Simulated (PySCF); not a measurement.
From one molecule to another.

First species: MnO3Cl (singlet state).
Numbering: `[O:1]=[Mn:2](=[O:3])(=[O:4])[Cl:5]`

Second species: C₅H₉BF₂O.
Atom-mapped SMILES: `[F:1][CH:2]([F:3])[O:4][B:5]1[CH2:6][CH2:7][CH2:8][CH2:9]1` (hydrogens: H10 on C2; H11, H12 on C6; H13, H14 on C7; H15, H16 on C8; H17, H18 on C9)

Geometry (PBE0-D3(BJ)/def2-SVP, Å), atoms numbered from 1 in this order:
```
atom  x, y, z in Å
F1     2.809    0.402    1.168
C2     2.775   -0.094   -0.082
F3     3.882   -0.811   -0.268
O4     1.706   -0.924   -0.221
B5     0.422   -0.445   -0.208
C6    -0.840   -1.368   -0.350
C7    -1.996   -0.416   -0.008
C8    -1.529    0.975   -0.457
C9    -0.044    1.055   -0.068
H10    2.762    0.750   -0.793
H11   -0.817   -2.305    0.228
H12   -0.891   -1.670   -1.416
H13   -2.152   -0.409    1.085
H14   -2.958   -0.704   -0.460
H15   -2.141    1.786   -0.033
H16   -1.622    1.052   -1.555
H17    0.060    1.311    1.005
H18    0.533    1.820   -0.612
```

Levels: CAM-B3LYP/def2-SVPD for HOMO energy, LUMO energy, HOMO–LUMO gap and static isotropic polarisability; TDDFT CAM-B3LYP/def2-SVPD for lowest singlet excitation; TDA CAM-B3LYP/def2-SVPD for lowest triplet excitation (Tamm–Dancoff). Geometries: PBE0-D3(BJ)/def2-SVP. Each species is one conformer at its optimised geometry, gas phase, non-relativistic unless stated. Electronic properties by PySCF.

```json
{"property": "HOMO energy", "column X": "-11.28 eV", "column Y": "-9.77 eV"}
{"property": "LUMO energy", "column X": "-4.62 eV", "column Y": "0.79 eV"}
{"property": "HOMO–LUMO gap", "column X": "6.66 eV", "column Y": "10.56 eV"}
{"property": "lowest singlet excitation", "column X": "2.37 eV", "column Y": "6.46 eV"}
{"property": "lowest triplet excitation (Tamm–Dancoff)", "column X": "1.98 eV", "column Y": "5.97 eV"}
{"property": "static isotropic polarisability", "column X": "56.1 au", "column Y": "75.5 au"}
```

(1) Which column belongs to which species?

(2) How does each property change from the first species to the second?

Results:

(1) Column X is the first species and column Y the second. The first has 5 atoms and 66 electrons, the second 18 and 70.

(2) HOMO energy +1.51 eV; LUMO energy +5.41 eV; HOMO–LUMO gap +3.90 eV; lowest singlet excitation +4.09 eV; lowest triplet excitation (Tamm–Dancoff) +3.99 eV; static isotropic polarisability +19.4 au.

On the first: The 10 singlets span 2.37 to 3.82 eV, and their oscillator strengths add up to 0.02. The vertical singlet–triplet gap S1 − T1 is 0.39 eV (TDDFT singlet less Tamm–Dancoff triplet).

On the second: S1 lies 4.10 eV below the HOMO–LUMO gap; its leading configuration is HOMO→LUMO+1, weight 0.56, beside HOMO→LUMO, weight 0.38. The polarisability is 11.18 Å³ as a volume (1 au = 0.148185 Å³), or 1.08 au for each of the 70 electrons.
